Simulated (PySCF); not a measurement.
Q: What does the GFN2-xTB structure of `CNC(=S)C#CC1=CC1` look like in three dimensions?

A: 
```
atom  x, y, z in Å
C1    -2.6435    1.1023   -0.0060
N2    -2.6974   -0.2993    0.3113
C3    -1.6410   -1.1189    0.4156
S4    -1.8205   -2.7131    0.8285
C5    -0.3479   -0.6349    0.1778
C6     0.8334   -0.3670    0.0626
C7     2.1477   -0.0474   -0.1211
C8     3.2620    0.5608    0.2055
C9     3.3484   -0.2866   -1.0167
H10   -1.6749    1.3302   -0.4493
H11   -2.7729    1.7168    0.8903
H12   -3.4319    1.3518   -0.7174
H13   -3.5930   -0.7029    0.5466
H14    3.7995    1.1818    0.8775
H15    3.8570   -1.2440   -0.9787
H16    3.3674    0.1794   -1.9965
```

Any rigid rotation of these coordinates is as good. Atoms count from 1 in this order. The 6 C–C bonds span 1.217 Å (C5≡C6, drawn triple) to 1.517 Å (C7–C9, drawn single), a spread of 0.300 Å. The 3-membered ring C7–C8–C9 has internal angles of 51.7° to 65.2°. N2 (nitrogen bound to a thiocarbonyl carbon) is planar (angles 125.7°, 118.3° and 115.9°, sum 359.8°, 0.03 Å off the plane of its three neighbours). Of the pairs four or more bonds apart, C5···H10 is among the closest relative to their van der Waals radii: 2.45 Å, 85 % of the sum of Bondi's values.

Bonds between heavy atoms (Å): C1–N2 1.438, N2–C3 1.341, C3=S4 1.657, C3–C5 1.401, C5≡C6 1.217, C6–C7 1.365, C7=C8 1.311, C8–C9 1.490, C7–C9 1.517.

The geometry is computed with GFN2-xTB (gas phase).

Point group: C1 (no symmetry element, even within 0.4 Å). Not checked by GFN2-xTB frequencies. One conformer, not necessarily the lowest (C1–N2–C3–S4 178°).
